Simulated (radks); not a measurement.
Values are calculated unless marked as measured or tabulated.
Sm57+, 5 electrons, occupied as [He] 2s2 2p1 (the NIST ground configuration). Code: a radial shooting solver on a logarithmic mesh with Libxc functionals. Model: non-relativistic Kohn-Sham, TPSS, spin-polarised, spherical densities, point nucleus; open shells are filled with parallel spins first (spin-orbit coupling, left out, can overturn this in heavy ions); meta-GGA in the generalised Kohn-Sham scheme; relativity is left out, which matters for an element this heavy.

Unscreened Slater integrals over Kohn-Sham orbitals (hartree). They are taken over the spin-up orbitals. Empty in this configuration: 3s.

F0(2p,2p): 10.839
F2(2p,2p): 5.2301
F0(2p,2s): 9.7355
G1(2p,2s): 5.3563
F0(2p,1s): 14.543
G1(2p,1s): 2.9392
F0(2p,3s): 5.1460
G1(2p,3s): 0.55412
F0(2s,2s): 9.0630
F0(2s,1s): 12.656
G0(2s,1s): 1.2963
F0(2s,3s): 4.9998
G0(2s,3s): 0.43864
F0(1s,1s): 38.460
F0(1s,3s): 5.8944
G0(1s,3s): 0.33031
F0(3s,3s): 3.9401

Derived for the open shells (J is the average intra-shell exchange parameter used in DFT+U). 2p: J = F2/5 = 1.046 hartree.
